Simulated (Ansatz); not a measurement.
**Worked example: C2H8AlN + C2H7NSi → C2H9AlN2 + C2H6Si**

Species: C2H8AlN `C[N](C)[AlH2]`, singlet; C2H7NSi `C=C[SiH2]N`, singlet; C2H9AlN2 `C[N](C)[AlH][NH2]`, singlet; C2H6Si (vinylsilane) `C=C[SiH3]`, singlet. The partners trade H for NH2: Al–H and Si–NH2 bonds give way to Al–NH2 and Si–H.

Shapes, held fixed at every level: PBE0-D4/def2-TZVP. Flexible molecules stand in one conformer, not always the lowest. Programs: Ansatz 0.2.0. The zero-point and thermal change to 298 K, harmonic and unscaled (PBE0-D4/def2-TZVP), is +1.6 kJ/mol.

At CCSD(T)/CBS estimate; 1 Eh = 2625.50 kJ/mol:

| species | energy (Eh) |
| --- | --- |
| C2H8AlN | -377.639836 |
| C2H7NSi | -424.104787 |
| C2H9AlN2 | -432.998496 |
| C2H6Si | -368.760771 |

Work out ΔH(298 K) of the reaction at this level.


1. Products less reactants: (-432.998496) + (-368.760771) − [(-377.639836) + (-424.104787)] = -0.014644 Eh = -38.4 kJ/mol.
2. With the thermal change: -38.4 + (+1.6) = -36.8 kJ/mol.

Other levels give -40.3 (CCSD(T)/def2-SVP) to -34.2 kJ/mol (PBE0-D4/def2-TZVPP). No measured value is set beside it here. The CBS estimate extrapolates MP2 from def2-TZVPP and def2-QZVPP and adds CCSD(T) − MP2 in the triple-zeta set, cores frozen.
